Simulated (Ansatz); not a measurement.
C4H3F7 can be A, `FC(F)CC(F)(F)C(F)(F)F`, or B, `FC(F)[C@H](F)[C@@H](F)C(F)(F)F`.

Calculated with Ansatz (gas phase, PBE0-D4/def2-TZVP geometries, no zero-point term in ΔE). CCSD(T)/CBS adds triple-zeta CCSD(T) − MP2 to the extrapolated MP2 energy (def2 sets, frozen cores). DFT in def2-TZVPP. B3LYP here is the variant with VWN-RPA as its local correlation; programs differ in this. Each species was taken in one conformer, which may not be the lowest.

Problem. Which isomer does CCSD(T)/CBS put lower? Give the gap. (Estimate.)

Solution. The calculation gave: A, by 8.9 kcal/mol.

Problem. Give E(B) − E(A) in kcal/mol with B3LYP, CCSD(T)/def2-TZVPP, r2SCAN-D4, B3LYP-D4, PBE-D4, MP2/def2-TZVPP, ωB97M-V. (Best estimate.)

Solution. Computed: B3LYP 8.1, CCSD(T)/def2-TZVPP 9.1, r2SCAN-D4 10.2, B3LYP-D4 8.6, PBE-D4 9.3, MP2/def2-TZVPP 9.6, ωB97M-V 9.6. None reverses the order clearly.

Problem. Does the order hold for the free energy at 298.15 K (harmonic terms from PBE0-D4)? (An estimate is asked.)

Solution. The calculation gave: Yes: G(B) − G(A) = +8.9 kcal/mol, for one conformer each. Modes under 60 cm⁻¹, often nearly free rotors, make the harmonic entropy too high.

Largest T1 diagnostic: 0.012.

Leaving LDA and LC-ωPBE aside and taking each functional with its dispersion term where it has one, the values, not all of them listed here, spread over 1.8 kcal/mol, from BLYP-D4 to r2SCAN-D4. LDA lies +1.9 kcal/mol from PBE without D4. At CCSD(T), def2-SVP lies +1.8 kcal/mol from the extrapolated value and def2-TZVPP +0.2 kcal/mol.
